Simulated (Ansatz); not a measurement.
Geometry optimisation of CH7F2NOSi2 (`CN([SiH2]O)[SiH](F)F`).

```yaml
crystal:
  periodic: [false, false, false]
  atoms:
    - {symbol: C, position_ang: [-0.662070, -0.261650, -1.581570]}
    - {symbol: N, position_ang: [-0.125060, 0.035560, -0.263200]}
    - {symbol: Si, position_ang: [-0.492580, -1.146850, 0.981200]}
    - {symbol: O, position_ang: [0.207240, -0.745040, 2.376570]}
    - {symbol: Si, position_ang: [1.056520, 1.256550, -0.109460]}
    - {symbol: F, position_ang: [0.633290, 2.486910, -1.038030]}
    - {symbol: F, position_ang: [0.952580, 1.869850, 1.368020]}
    - {symbol: H, position_ang: [-0.112760, -1.078620, -2.055320]}
    - {symbol: H, position_ang: [-1.705120, -0.561260, -1.489890]}
    - {symbol: H, position_ang: [-0.604600, 0.614240, -2.223270]}
    - {symbol: H, position_ang: [0.119540, -2.431850, 0.663960]}
    - {symbol: H, position_ang: [-1.953920, -1.167900, 1.063980]}
    - {symbol: H, position_ang: [0.240180, 0.161490, 2.673290]}
    - {symbol: H, position_ang: [2.446770, 0.968570, -0.366290]}
basis:
  gaussian: {orbitals: def2-TZVP}
hamiltonian: {xc: pbe0, dispersion: d4}
relax: {f_tol: 0.005, max_steps: 150}
```

```sh
$ ansatz run in.yaml --threads 2 --pin off --events-out ev --progress --plain --max-ram 32768MiB --backend cuda --devices 0, --max-vram 18GiB
```

Shortened log:

```
Functional definition: PBE0
mean field -25871.22404504 eV, -950.7499475096 hartree, gradient 5.0e-5 eV, S^2 0.000000; 0 other end points of the search recorded, 0 dependent functions left out
relax step   1: F+E_penalty+E_count = -25871.53790972 eV  Δ(F+E_penalty+E_count) = +0.000e0 eV  max|allowed force component| = 1.339e0 eV/Å  Δτ_max = 0.0000 Å  (28 SCF iters, accepted)
mean field -25871.30778592 eV, -950.7530249303 hartree, gradient 2.2e-5 eV, S^2 0.000000; 0 other end points of the search recorded, 0 dependent functions left out
relax step   2: F+E_penalty+E_count = -25871.62114730 eV  Δ(F+E_penalty+E_count) = -8.324e-2 eV  max|allowed force component| = 5.763e-1 eV/Å  Δτ_max = 0.0534 Å  (31 SCF iters, accepted)
mean field -25871.32545037 eV, -950.7536740870 hartree, gradient 2.1e-5 eV, S^2 0.000000; 0 other end points of the search recorded, 0 dependent functions left out
relax step   3: F+E_penalty+E_count = -25871.63910389 eV  Δ(F+E_penalty+E_count) = -1.796e-2 eV  max|allowed force component| = 1.825e-1 eV/Å  Δτ_max = 0.0331 Å  (31 SCF iters, accepted)
mean field -25871.32601460 eV, -950.7536948220 hartree, gradient 9.0e-6 eV, S^2 0.000000; 0 other end points of the search recorded, 0 dependent functions left out
relax step   4: F+E_penalty+E_count = -25871.63984658 eV  Δ(F+E_penalty+E_count) = -7.427e-4 eV  max|allowed force component| = 2.990e-1 eV/Å  Δτ_max = 0.1744 Å  (30 SCF iters, accepted)
mean field -25871.33320127 eV, -950.7539589271 hartree, gradient 2.2e-5 eV, S^2 0.000000; 0 other end points of the search recorded, 0 dependent functions left out
relax step   5: F+E_penalty+E_count = -25871.64705374 eV  Δ(F+E_penalty+E_count) = -7.207e-3 eV  max|allowed force component| = 1.145e-1 eV/Å  Δτ_max = 0.0436 Å  (30 SCF iters, accepted)
mean field -25871.33416927 eV, -950.7539945004 hartree, gradient 2.1e-5 eV, S^2 0.000000; 0 other end points of the search recorded, 0 dependent functions left out
relax step   6: F+E_penalty+E_count = -25871.64794408 eV  Δ(F+E_penalty+E_count) = -8.903e-4 eV  max|allowed force component| = 7.542e-2 eV/Å  Δτ_max = 0.0181 Å  (31 SCF iters, accepted)
mean field -25871.33550923 eV, -950.7540437433 hartree, gradient 2.0e-5 eV, S^2 0.000000; 0 other end points of the search recorded, 0 dependent functions left out
relax step   7: F+E_penalty+E_count = -25871.64941327 eV  Δ(F+E_penalty+E_count) = -1.469e-3 eV  max|allowed force component| = 6.551e-2 eV/Å  Δτ_max = 0.0326 Å  (30 SCF iters, accepted)
mean field -25871.33719062 eV, -950.7541055331 hartree, gradient 2.0e-5 eV, S^2 0.000000; 0 other end points of the search recorded, 0 dependent functions left out
relax step   8: F+E_penalty+E_count = -25871.65100321 eV  Δ(F+E_penalty+E_count) = -1.590e-3 eV  max|allowed force component| = 2.638e-2 eV/Å  Δτ_max = 0.0605 Å  (30 SCF iters, accepted)
mean field -25871.33837456 eV, -950.7541490421 hartree, gradient 2.0e-5 eV, S^2 0.000000; 0 other end points of the search recorded, 0 dependent functions left out
relax step   9: F+E_penalty+E_count = -25871.65214822 eV  Δ(F+E_penalty+E_count) = -1.145e-3 eV  max|allowed force component| = 6.725e-2 eV/Å  Δτ_max = 0.0862 Å  (30 SCF iters, accepted)
mean field -25871.33894582 eV, -950.7541700354 hartree, gradient 2.1e-5 eV, S^2 0.000000; 0 other end points of the search recorded, 0 dependent functions left out
relax step  10: F+E_penalty+E_count = -25871.65267614 eV  Δ(F+E_penalty+E_count) = -5.279e-4 eV  max|allowed force component| = 7.807e-2 eV/Å  Δτ_max = 0.0132 Å  (31 SCF iters, accepted)
mean field -25871.33983090 eV, -950.7542025616 hartree, gradient 2.0e-5 eV, S^2 0.000000; 0 other end points of the search recorded, 0 dependent functions left out
relax step  11: F+E_penalty+E_count = -25871.65349206 eV  Δ(F+E_penalty+E_count) = -8.159e-4 eV  max|allowed force component| = 9.363e-2 eV/Å  Δτ_max = 0.0406 Å  (30 SCF iters, accepted)
mean field -25871.34044550 eV, -950.7542251478 hartree, gradient 2.1e-5 eV, S^2 0.000000; 0 other end points of the search recorded, 0 dependent functions left out
relax step  12: F+E_penalty+E_count = -25871.65401633 eV  Δ(F+E_penalty+E_count) = -5.243e-4 eV  max|allowed force component| = 1.099e-1 eV/Å  Δτ_max = 0.0429 Å  (30 SCF iters, accepted)
mean field -25871.34087056 eV, -950.7542407683 hartree, gradient 2.0e-5 eV, S^2 0.000000; 0 other end points of the search recorded, 0 dependent functions left out
relax step  13: F+E_penalty+E_count = -25871.65445245 eV  Δ(F+E_penalty+E_count) = -4.361e-4 eV  max|allowed force component| = 1.238e-1 eV/Å  Δτ_max = 0.0493 Å  (30 SCF iters, accepted)
mean field -25871.34142364 eV, -950.7542610936 hartree, gradient 2.1e-5 eV, S^2 0.000000; 0 other end points of the search recorded, 0 dependent functions left out
relax step  14: F+E_penalty+E_count = -25871.65495480 eV  Δ(F+E_penalty+E_count) = -5.023e-4 eV  max|allowed force component| = 1.206e-1 eV/Å  Δτ_max = 0.0223 Å  (31 SCF iters, accepted)
mean field -25871.34210225 eV, -950.7542860323 hartree, gradient 2.0e-5 eV, S^2 0.000000; 0 other end points of the search recorded, 0 dependent functions left out
relax step  15: F+E_penalty+E_count = -25871.65564323 eV  Δ(F+E_penalty+E_count) = -6.884e-4 eV  max|allowed force component| = 1.006e-1 eV/Å  Δτ_max = 0.0319 Å  (32 SCF iters, accepted)
mean field -25871.34280368 eV, -950.7543118093 hartree, gradient 1.9e-5 eV, S^2 0.000000; 0 other end points of the search recorded, 0 dependent functions left out
relax step  16: F+E_penalty+E_count = -25871.65631578 eV  Δ(F+E_penalty+E_count) = -6.725e-4 eV  max|allowed force component| = 8.355e-2 eV/Å  Δτ_max = 0.0532 Å  (30 SCF iters, accepted)
mean field -25871.34306846 eV, -950.7543215396 hartree, gradient 2.0e-5 eV, S^2 0.000000; 0 other end points of the search recorded, 0 dependent functions left out
relax step  17: F+E_penalty+E_count = -25871.65652095 eV  Δ(F+E_penalty+E_count) = -2.052e-4 eV  max|allowed force component| = 9.156e-2 eV/Å  Δτ_max = 0.0482 Å  (30 SCF iters, accepted)
mean field -25871.34325639 eV, -950.7543284462 hartree, gradient 2.1e-5 eV, S^2 0.000000; 0 other end points of the search recorded, 0 dependent functions left out
relax step  18: F+E_penalty+E_count = -25871.65669822 eV  Δ(F+E_penalty+E_count) = -1.773e-4 eV  max|allowed force component| = 6.874e-2 eV/Å  Δτ_max = 0.0070 Å  (32 SCF iters, accepted)
mean field -25871.34344846 eV, -950.7543355043 hartree, gradient 2.1e-5 eV, S^2 0.000000; 0 other end points of the search recorded, 0 dependent functions left out
relax step  19: F+E_penalty+E_count = -25871.65689157 eV  Δ(F+E_penalty+E_count) = -1.934e-4 eV  max|allowed force component| = 1.948e-2 eV/Å  Δτ_max = 0.0056 Å  (33 SCF iters, accepted)
mean field -25871.34347980 eV, -950.7543366561 hartree, gradient 2.1e-5 eV, S^2 0.000000; 0 other end points of the search recorded, 0 dependent functions left out
relax step  20: F+E_penalty+E_count = -25871.65693119 eV  Δ(F+E_penalty+E_count) = -3.962e-5 eV  max|allowed force component| = 1.171e-2 eV/Å  Δτ_max = 0.0105 Å  (33 SCF iters, accepted)
mean field -25871.34350285 eV, -950.7543375033 hartree, gradient 2.1e-5 eV, S^2 0.000000; 0 other end points of the search recorded, 0 dependent functions left out
relax step  21: F+E_penalty+E_count = -25871.65696438 eV  Δ(F+E_penalty+E_count) = -3.319e-5 eV  max|allowed force component| = 6.851e-3 eV/Å  Δτ_max = 0.0124 Å  (31 SCF iters, accepted)
mean field -25871.34353474 eV, -950.7543386753 hartree, gradient 2.1e-5 eV, S^2 0.000000; 0 other end points of the search recorded, 0 dependent functions left out
relax step  22: F+E_penalty+E_count = -25871.65697484 eV  Δ(F+E_penalty+E_count) = -1.046e-5 eV  max|allowed force component| = 4.617e-3 eV/Å  Δτ_max = 0.0066 Å  (33 SCF iters, accepted)
mean field -25871.34353474 eV, -950.7543386753 hartree, gradient 7.0e-5 eV, S^2 0.000000; 1 other end points of the search recorded, 0 dependent functions left out
Total energy: -25871.65701069 eV, -950.7658587041 hartree
Atom 0 at    -0.755061    -0.211973    -1.585364 Å, force    -0.002102    -0.000093    -0.000092 eV/Å
Atom 1 at    -0.040970    -0.020166    -0.320414 Å, force     0.002459     0.001016     0.000418 eV/Å
Atom 2 at    -0.341233    -1.181207     0.930328 Å, force     0.001054    -0.000508     0.002276 eV/Å
Atom 3 at     0.479238    -0.699655     2.267418 Å, force    -0.002280     0.001889     0.000516 eV/Å
Atom 4 at     1.017271     1.277760    -0.050162 Å, force    -0.000871    -0.004617    -0.001503 eV/Å
Atom 5 at     0.938109     2.248016    -1.305240 Å, force     0.000331     0.002195    -0.001796 eV/Å
Atom 6 at     0.551905     2.124010     1.219409 Å, force    -0.000573     0.001072     0.001303 eV/Å
Atom 7 at    -0.438972    -1.132655    -2.086125 Å, force    -0.000218     0.002037     0.001254 eV/Å
Atom 8 at    -1.835699    -0.268788    -1.419325 Å, force     0.001850     0.000188    -0.000699 eV/Å
Atom 9 at    -0.569013     0.618868    -2.265402 Å, force    -0.000068    -0.001854     0.001048 eV/Å
Atom 10 at     0.190500    -2.518169     0.575737 Å, force     0.000136     0.000622    -0.000616 eV/Å
Atom 11 at    -1.811597    -1.269370     1.145279 Å, force    -0.000216     0.000524    -0.000571 eV/Å
Atom 12 at     0.188797     0.098867     2.713321 Å, force     0.001098    -0.002815    -0.001609 eV/Å
Atom 13 at     2.426735     0.934462     0.180530 Å, force    -0.000599     0.000344     0.000072 eV/Å
Dipole moment:    -0.228700    -0.195358    -0.123335 e Å
```

Hardware: 2 threads of an AMD EPYC 7R13 on a shared host and a share of an NVIDIA H100 80 GB. Wall time 63 s, peak host memory 0.92 GiB.
